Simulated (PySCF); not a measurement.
AlH4OP.

```xyz
7

Al    -0.2628     0.1410    -0.7801
H     -0.7331    -0.5195    -2.1430
O     -0.2161     1.8299    -0.6232
H     -0.4627     2.4284    -1.3266
P      0.2627    -1.0750     1.1209
H      1.3771    -0.2434     1.4138
H      1.0240    -2.0128     0.3701
```
Charge 0, spin multiplicity 1.

The structure is a stationary point at PBE0-D3(BJ)/def2-TZVP. The values are those of a single conformer.

The numbers are results of PBE0/pcSseg-2 in PySCF, not measurements. Non-relativistic, no solvent.

Computed absolute GIAO shielding of each atom: isotropic value and principal components (ppm):
```tsv
atom	σ(iso)	σ11	σ22	σ33	span
Al1	340.9	258.6	344.5	419.6	161.0
H2	26.0	22.6	23.8	31.8	9.2
O3	245.7	155.8	282.4	298.9	143.1
H4	28.8	22.3	23.0	41.1	18.9
P5	625.6	547.6	641.3	687.7	140.1
H6	30.1	25.4	27.0	37.9	12.4
H7	30.6	26.2	26.9	38.7	12.5
```
